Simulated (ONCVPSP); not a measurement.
What one change does to a pseudopotential (platinum (Pt), ONCV)

Pt (Z = 78), optimised norm-conserving Vanderbilt (ONCV), made with ONCVPSP 4.0.1 (PBE, scalar-relativistic). Core [Kr] 4d10, reference 4f13.5 5s2 5p6 5d9.5 6s1. Waves: 5s+6s: rc 1.65 bohr, ncon 4, nbas 9, qcut 8.4 1/bohr, 3 projectors, debl 0.5 Ha; 5p: rc 1.10 bohr, ncon 5, nbas 8, qcut 8.1 1/bohr, 3 projectors, debl 2.2 Ha; 5d: rc 2.05 bohr, ncon 4, nbas 9, qcut 8 1/bohr, 2 projectors, debl 2.9 Ha; 4f: rc 0.60 bohr, ncon 3, nbas 8, qcut 27.6 1/bohr, 1 projector. Local part: polynomial inside 0.35 bohr (lpopt 5, dvloc0 1 Ha). Core correction: Teter function, fcfact 1.75, rcfact 1.5.

Change: all radii but the core radius scaled by about 1.20 (s 1.98, p 1.32, d 2.46, f 0.72 bohr); local potential polynomial inside 0.42 bohr (lpopt 5, dvloc0 1 Ha).

Cutoffs: the cutoffs (Ha) at which the residual kinetic energy of the hardest occupied pseudo-wave falls to 1 and 0.1 mHa per electron; they do not see the model core or the augmentation charge, which bear on the density cutoff. Errors are all-electron minus pseudo energies relative to the spin-unpolarised reference configuration.

Problem. What does the change do?

Solution. The potential gets softer (329 Ha and 356 Ha → 292 Ha and 321 Ha); both files keep a bound ghost (d, p, s); of the 4 tests that both files solve, the error grows in 1 and shrinks in 0 by more than 15 % and 0.3 meV (median size 151.0 → 156.5 meV). A larger radius leaves more room for a smooth pseudo-wave, so fewer plane waves are needed.

```csv
quantity,base,changed
"cutoff, loose",329 Ha,292 Ha
"cutoff, tight",356 Ha,321 Ha
loose cutoff by channel,"s 24 Ha, p 67 Ha, d 20 Ha, f 329 Ha","s 17 Ha, p 58 Ha, d 18 Ha, f 292 Ha"
bound ghosts,"s, p, d","s, p, d"
GHOST(+) flags under 300 eV,none,s at 109.4 eV
"error for 4f14 5s2 5p6 5d9 6s1, meV [ΔE -33.22 eV]",-191,-201
"error for 4f14 5s2 5p6 5d9 6s0, meV [ΔE -24.03 eV]",-138,-126
"error for 4f14 5s2 5p6 5d8 6s0, meV [ΔE -4.06 eV]",-164,-161
"error for 4f13 5s2 5p6 5d10 6s1, meV [ΔE 35.70 eV]",-120,-152
"rms error of d²Exc/dni dnj with the model core, mHa",4.33,4.79
```

 A true bound ghost makes a file unfit for plane-wave use even where its test errors are small: the radial tests pick states by their node count and pass the ghost by.
